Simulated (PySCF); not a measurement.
**C$_{3}$H$_{9}$BFP**

Geometry (Å), atoms numbered from 1 in this order:
```xyz
15

C     2.429    0.295   -0.725
C     1.052   -0.175   -0.431
C     0.714   -1.414   -0.050
B    -0.738   -1.833    0.233
F    -1.699   -0.916    0.151
P    -2.275    1.666   -0.448
H     3.164   -0.489   -0.559
H     2.490    0.629   -1.761
H     2.670    1.153   -0.097
H     0.271    0.569   -0.549
H     1.510   -2.143    0.054
H    -1.087   -2.915    0.530
H    -3.494    1.015   -0.389
H    -2.883    2.916   -0.419
H    -2.128    1.649    0.931
```

Level of theory: TDDFT CAM-B3LYP/aug-cc-pVDZ circular dichroism and optical rotation, one conformer, gas phase in PySCF 2.14.0. Geometry: GFN2-xTB.

The bonding changed while the geometry was optimised; results refer to the coordinates, not to the name. The molecule is flexible and this is one conformer; a measurement averages over conformers.

Task: Draw the ECD and absorption spectra from the lowest 12 states, each a Gaussian of half-width 0.3 eV at 1/e height.

Result: 
```tsv
E (eV)	λ (nm)	Δε (L mol⁻¹ cm⁻¹)	ε (L mol⁻¹ cm⁻¹)
5.12	242	+0.19	25.2
5.22	238	+0.52	109
5.32	233	+1.22	404
5.42	229	+2.40	1260
5.52	225	+4.06	3230
5.62	221	+6.04	6770
5.72	217	+7.95	11400
5.82	213	+9.06	15600
5.92	210	+8.55	17100
6.02	206	+6.06	15200
6.12	203	+1.96	11500
6.22	199	-3.02	8240
6.32	196	-8.02	6930
6.42	193	-11.97	7160
6.52	190	-13.53	7530
6.62	187	-11.90	7010
6.72	185	-7.56	5700
6.82	182	-2.05	4540
6.92	179	+3.09	4220
7.02	177	+6.82	4680
7.12	174	+8.60	5290
7.22	172	+8.33	5630
7.32	169	+6.47	5850
7.42	167	+3.91	6380
7.52	165	+1.44	7230
7.62	163	-0.55	7860
```
Δε uses R in velocity form, ε uses f in length form. Only the states computed contribute, so the short-wavelength end is incomplete.
